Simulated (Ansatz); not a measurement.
Basis-set extrapolation for CH4ClFOSi, SMILES `C[Si](O)(F)Cl` (PBE0-D4/def2-TZVP geometry, frozen core, Ansatz 0.2.0). Multiplicity 1, RHF reference.

```csv
,def2-TZVPP,def2-QZVPP
HF,-963.259425,-963.292044
MP2 correlation,-0.969955,-1.055351
CCSD(T) correlation,-1.040663,not run
```

Energies in hartree. Use E(X) = E(∞) + A·exp(−7.88·√X) for Hartree–Fock and E(X) = E(∞) + B·X^(−2.97) for correlation, with X = 3 and 4, and add CCSD(T) minus MP2 of the smaller set to the MP2 limit.

Q: What is the CCSD(T) energy at the basis-set limit?

A: HF limit: -963.292044 + (-0.032619) × 0.13774 = -963.29654. MP2 limit: -1.055351 + (-0.085396) × 0.74074 = -1.11861. Higher-order term: -1.040663 − (-0.969955) = -0.07071. Total: -964.48586 hartree, 487.7 kJ/mol below CCSD(T)/def2-TZVPP.
